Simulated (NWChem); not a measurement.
Species: SbH3O3; SMILES [OH][Sb]([OH])[OH]

```xyz
7

Sb     0.0429    -0.0838     0.3632
O     -0.0681    -1.6649    -0.8202
H      0.0435    -1.4253    -1.7506
O     -1.3474     1.0220    -0.5383
H     -2.2484     0.7029    -0.4075
O      1.3919     0.9629    -0.6235
H      0.9178     1.5202    -1.2590
```
Atoms are numbered in this order, from 1.

Level: PBE0/def2-SVP with def2 effective core potentials on Sb (NWChem), optimised geometry, unscaled harmonic frequencies. def2 effective core potentials on Sb; no spin-orbit coupling.

Q: List the harmonic frequencies with IR intensities, and the thermochemistry.

A: 
```tsv
frequency (cm⁻¹)	IR intensity (km/mol)
98	89.3
140	46.9
201	8.5
228	43.1
326	127.0
364	84.5
609	102.6
625	119.6
643	56.9
821	96.3
834	44.7
899	47.7
3827	75.6
3855	68.7
3888	77.5
```

```yaml
zero_point_energy: 24.8 kcal/mol
thermal correction to the enthalpy at 298.15 K (with zero-point energy): 29.6 kcal/mol
heat capacity Cv: 21.3 cal/(mol K)
entropy at 298.15 K and 1 atm (symmetry number 1): 81.7 cal/(mol K)
```

Rigid rotor and harmonic oscillator; modes under 100 cm⁻¹ make the entropy uncertain.
